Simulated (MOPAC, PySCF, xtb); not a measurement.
Complex: HF (SMILES F) (first 2 atoms) with CH3Br (SMILES CBr); geometry from B3LYP-D3(BJ)/def2-TZVP, rigid monomers moved along the line of their centres of mass till H2···Br4 is 2.71 Å.
(charge 0, multiplicity 1):
```xyz
7

F     -0.039    -0.148     0.642
H     -0.063    -0.649     1.432
C     -0.268     0.993     4.188
Br    -0.190    -0.971     4.122
H     -1.207     1.259     4.660
H     -0.218     1.346     3.164
H      0.583     1.327     4.770
```

Counterpoise-corrected where a basis set is named; no monomer relaxation. Rows marked so take none.

Rows in 6-31G* carry no dispersion term and start afresh at each structure (6-31G* with six Cartesian d functions); the Pople sets are all-electron and without relativity. The state reached by PM3, PM7 isn't checked; PM7 holds dispersion and hydrogen-bond terms.

Run with MOPAC for PM3, PM7 (differences of heats of formation); PySCF for 6-31G* rows; xtb for the GFN methods. Values without a source in brackets are computed.

Question: One of these levels gives -147.1 meV for the interaction energy. Which one is it?
(A) HF/6-31G* (no counterpoise)
(B) PM7
(C) GFN-FF
(D) PM3

Answer: A, HF/6-31G* (no counterpoise). The others give -119.6 (GFN-FF), -85.1 (PM3), -18.6 (PM7)
